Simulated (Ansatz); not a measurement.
A search over several starts for the lowest SCF solution of the cluster SiTe₄ at the given spin, in a small basis.

```yaml
crystal:
  periodic: [false, false, false]
  atoms:
    - {symbol: Si, position_ang: [1.611633, -1.397196, -0.396653]}
    - {symbol: Te, position_ang: [-2.188368, 0.385164, -0.354881]}
    - {symbol: Te, position_ang: [1.829682, 1.074585, -0.308213]}
    - {symbol: Te, position_ang: [-0.754546, -2.006771, 0.042512]}
    - {symbol: Te, position_ang: [-0.498391, 1.944218, 1.017224]}
basis:
  gaussian: {orbitals: def2-SVP}
magnetization: {spin_polarized: true, initial_magnetization: 0}
hamiltonian: {xc: pbe0, dispersion: d4}
output: {orbitals: {seedname: orbitals}}
```

```sh
$ ansatz run in.yaml --threads 4 --pin off --events-out ev --progress --plain --max-ram 4787MiB
```

Shortened log:

```
Functional definition: PBE0
1498 factors; integrals over basis functions are off by at most 4.4e-4 eV
mean field evaluation 1: about -37048.2509 eV, gradient 3.9e0 eV
mean field evaluation 2: about -37048.2352 eV, gradient 4.4e0 eV
mean field evaluation 4: about -37048.3789 eV, gradient 4.6e-1 eV
mean field evaluation 8: about -37048.4600 eV, gradient 2.5e-2 eV
mean field evaluation 16: about -37048.4600 eV, gradient 3.2e-5 eV
mean field -37048.46002159 eV, -1361.5057934453 hartree, gradient 3.2e-5 eV, S^2 0.000000; 2 other end points of the search recorded, 0 dependent functions left out
reference -37048.46004598 eV, -1361.5057943417 hartree; 55, 55 occupied and 67, 67 virtual orbitals, 1498 factors
Total energy: -37048.88429066 eV, -1361.5213850460 hartree
```

Hardware: 4 threads of Arm Neoverse V1 on a shared host. Wall time 6.5 s, peak host memory 0.61 GiB.

In the def2 sets Te takes a core potential; there is no spin–orbit coupling. The structure comes from a short search, and lower isomers may exist.
